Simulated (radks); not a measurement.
Problem. These are the eigenvalues of the occupied orbitals of an atom or ion with whole-number occupations (eV). Calculated with a radial shooting solver on a logarithmic mesh with Libxc functionals: scalar-relativistic Kohn-Sham, PBE, spin-unpolarised, spherical densities, point nucleus.

1s: -50127.26
2s: -8294.834
2p: -7383.434
3s: -1855.593
3p: -1573.294
3d: -1200.863
4s: -391.0398
4p: -298.0164
4d: -169.3400
5s: -70.2367
5p: -47.0598
4f: -29.9709
5d: -19.4009
6p: -12.7103

Which element is it, and in what charge state? The configuration may be excited.

Solution. Z = 64, gadolinium, charge +2: Gd2+ in [Kr] 4d10 4f7 5s1 5p6 5d1 6p1. The list shows which subshells hold electrons but not how many an open one holds; the 1s level, -1842.1 hartree, gives Z - s = 60.7 by -(Z - s)^2/2, which with screening and relativity narrows Z to a few neighbours, and the depths of the outer levels then fix element, charge and occupations together.
